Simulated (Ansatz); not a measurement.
Molecule: B$_{2}$H$_{4}$, charge 0, multiplicity 1. SMILES: BB
Geometry from a B3LYP-D3(BJ)/def2-TZVP (Ansatz, an electronic-structure program) optimisation:
```
B
H 1 1.1966
H 1 1.1966 2 115.74
B 1 1.6266 2 122.13 3 -180.00
H 4 1.1966 1 122.13 2 90.00
H 4 1.1966 5 115.74 1 180.00
```
Charge 0, spin multiplicity 1.

Quantity: atomisation energy, in kcal/mol. Terms: dispersion terms only where a functional's name holds one; LANL2DZ all-electron up to Ne; no spin-orbit coupling; non-relativistic; UHF or UKS for open shells; frozen cores in correlated levels; atomisation electronic, to ground-state atoms; 6-311+G** with 5d; 6-31G* and kin with 6d, 5d where marked. CBS(X,Y): correlation extrapolated as X^-3; Hartree-Fock from the larger set. First-principles rows: single points at B3LYP-D3(BJ) geometries (Ansatz).

Coupled cluster (Ansatz) is a level with limits of its own, used here on species with T1 under 0.025 (0.045 for open shells) and stable references: CCSD(T)/CBS(def2-TZVPPD,def2-QZVPPD).

Value to compare with, CCSD(T)/CBS(def2-TZVPPD,def2-QZVPPD) (Ansatz): 447.8 kcal/mol.

```csv
level,program,atomisation energy (kcal/mol),difference
SVWN5/6-31G*,Ansatz,505.2,57.4
PBE/STO-3G,Ansatz,622.4,174.6
PBE/def2-SVP,Ansatz,454.4,6.6
B3LYP/LANL2DZ,Ansatz,449.4,1.6
B3LYP/6-31+G*,Ansatz,456.4,8.6
PBE0/6-311+G**,Ansatz,452.0,4.2
r2SCAN-D4/def2-TZVPD,Ansatz + dftd4,457.7,9.9
B3LYP-D3(BJ)/def2-TZVPD,Ansatz + dftd3,459.1,11.3
B2PLYP-D3(BJ)/def2-TZVPD,Ansatz + dftd3,451.4,3.6
```

Among the 6 habitual levels, PBE/STO-3G lies farthest from CCSD(T)/CBS(def2-TZVPPD,def2-QZVPPD) (Ansatz) (174.6 kcal/mol) and B3LYP/LANL2DZ nearest (1.6); 6 of 6 lie above it, and their mean absolute difference is 42.2 kcal/mol, the median 7.6. One case shows no general order.

The levels are drawn from those run, B3LYP/6-31G* more often than the rest, none by its result; left out are runs that failed, that the program found above a lower state of the same kind, or whose <S^2> lies over 0.5 above the pure value.
